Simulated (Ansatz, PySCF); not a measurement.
Pair of molecules: HCl (SMILES Cl) (first 2 atoms) with HBr (SMILES Br); geometry from B3LYP-D3(BJ)/def2-TZVP, rigid monomers moved along the line of their centres of mass till Cl1···H4 is 4.56 Å.
(charge 0, multiplicity 1):
```xyz
4

Cl     0.53482    -0.46597    -0.22562
H      0.80027     0.78568    -0.12357
Br    -0.01129    -0.24797     5.70546
H      0.06669    -0.53068     4.30536
```

Interaction energies are E(AB) − E(A) − E(B) at the monomers' geometry in the complex; basis-set methods are counterpoise corrected.

Cores are frozen in the correlated methods. Filled d and f shells under p-block atoms count as core. CBS(a, b) extrapolates the correlation energy as X⁻³ and adds the Hartree–Fock energy of set b.

The values were computed with Ansatz (Gaussian basis) for Hartree–Fock, density functionals and correlated methods; PySCF for the dispersion terms. Each number belongs to the level named beside it.

PBE/def2-TZVPPD gives -0.24 kcal/mol for the interaction energy.

### Question
Predict the shift from PBE, with its sign, for: PBE-D3(BJ)/def2-TZVPPD, r2SCAN/def2-TZVPPD, B3LYP/def2-TZVPPD, wB97M-V/def2-TZVPPD, MP2/CBS(def2-TZVPPD, def2-QZVPPD), CCSD(T)/CBS(def2-TZVPPD, def2-QZVPPD).

### Answer
PBE-D3(BJ)/def2-TZVPPD -0.09; r2SCAN/def2-TZVPPD 0.01; B3LYP/def2-TZVPPD 0.08; wB97M-V/def2-TZVPPD -0.05; MP2/CBS(def2-TZVPPD, def2-QZVPPD) -0.07; CCSD(T)/CBS(def2-TZVPPD, def2-QZVPPD) -0.05 kcal/mol. 2 of 6 lie above PBE; the widest gap is to PBE-D3(BJ)/def2-TZVPPD.

Ansatz is an electronic-structure program.
